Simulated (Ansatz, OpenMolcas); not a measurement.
## How methods differ on C3H11AlO (SMILES C[Al-](C)(C)[OH2+])

C3H11AlO: 16 atoms, total charge 0, spin state singlet. SMILES: `C[Al-](C)(C)[OH2+]`. Geometry: relaxed at PBE0-D4/def2-TZVP. This is one conformer, not always the lowest.

```xyz
16

C    -0.6380    0.7231   -1.7127
Al    0.0856   -0.1405   -0.0856
C     1.6989    0.6544    0.7405
C    -0.2107   -2.0711    0.1425
O    -1.2682    0.6786    1.2276
H    -0.5857    1.8181   -1.6867
H    -0.0691    0.4146   -2.5973
H    -1.6792    0.4456   -1.9177
H     1.8436    0.3439    1.7826
H     1.7073    1.7506    0.7170
H     2.6015    0.3341    0.2076
H    -0.0166   -2.4052    1.1672
H     0.4541   -2.6517   -0.5073
H    -1.2337   -2.3694   -0.1102
H    -0.8088    1.2219    1.8776
H    -1.8809    1.2530    0.7549
```

Each level gives the energy change with the Al2–O5 bond stretched from 2.056 to 2.365 Å (eV). The values are calculated.

```json
{"level": "HF/6-31G* (spherical functions) (unrestricted)", "kind": "Hartree–Fock", "program": "OpenMolcas", "value (eV)": "0.09", "less CCSD(T)/6-31G*": "-0.02"}
{"level": "SVWN5/6-31G* (spherical functions) (restricted)", "kind": "LDA", "program": "Ansatz", "value (eV)": "0.22", "less CCSD(T)/6-31G*": "+0.11"}
{"level": "BLYP/6-31G* (spherical functions) (restricted)", "kind": "GGA", "program": "OpenMolcas", "value (eV)": "0.06", "less CCSD(T)/6-31G*": "-0.05"}
{"level": "r2SCAN0/6-31G* (spherical functions) (restricted)", "kind": "hybrid meta-GGA", "program": "Ansatz", "value (eV)": "0.16", "less CCSD(T)/6-31G*": "+0.05"}
{"level": "wB97M-V/6-31G* (spherical functions) (restricted)", "kind": "range-separated hybrid", "program": "Ansatz", "value (eV)": "0.14", "less CCSD(T)/6-31G*": "+0.03"}
{"level": "wB97X/6-31G* (spherical functions) (restricted)", "kind": "range-separated hybrid", "program": "Ansatz", "value (eV)": "0.12", "less CCSD(T)/6-31G*": "+0.01"}
{"level": "RPA@PBE0/6-31G* (spherical functions) (restricted)", "kind": "RPA", "program": "Ansatz", "value (eV)": "0.10", "less CCSD(T)/6-31G*": "-0.01"}
{"level": "MP2/6-31G* (spherical functions) (restricted)", "kind": "perturbation theory", "program": "Ansatz", "value (eV)": "0.11", "less CCSD(T)/6-31G*": "0.00"}
{"level": "CCSD(T)/6-31G* (Cholesky decomposition, spherical functions) (restricted)", "kind": "coupled cluster or CI", "program": "OpenMolcas", "value (eV)": "0.11", "less CCSD(T)/6-31G*": "0.00"}
```

Differences are taken from CCSD(T)/6-31G* (Cholesky decomposition, spherical functions) (restricted) for orientation; it has basis-set and higher-order errors of its own. The first shape isn't each level's own minimum. The values span 0.06 to 0.22 eV.
